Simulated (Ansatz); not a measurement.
Species: C2, charge 0, singlet. A triplet may lie lower; no result for it is given here. C2 (ethyne, SMILES [C]=[C]).
B3LYP-D3(BJ)/def2-TZVP minimum from Ansatz (an electronic-structure program):
```
C
C 1 1.2471
```
Charge 0, spin multiplicity 1.

Total energies in cc-pV5Z, 8 correlated electrons, 2 frozen orbitals. Open shells are spin-unrestricted; no spin-orbit coupling. Cores are frozen in correlated methods. No relativity. The T1 diagnostic of C2 ([C]=[C], singlet) reaches 0.039 in the sets run. The restricted determinant of C2 ([C]=[C], singlet) is unstable towards broken spin symmetry in at least one set run.

| method | program | energy (Eh) | minus CCSDT(Q) (mEh) |
|---|---|---|---|
| HF | Ansatz | -75.40644 | 402.59 |
| MP2 | Ansatz | -75.78475 | 24.28 |
| CCSD | Ansatz | -75.77039 | 38.65 |
| CCSD(T) | Ansatz | -75.80611 | 2.92 |
| CCSDT(Q) | Ansatz | -75.80904 | 0.00 |

Rough core times of Ansatz's runs on a shared machine: CCSD(T) 50 s, CCSDT(Q) 10 min.
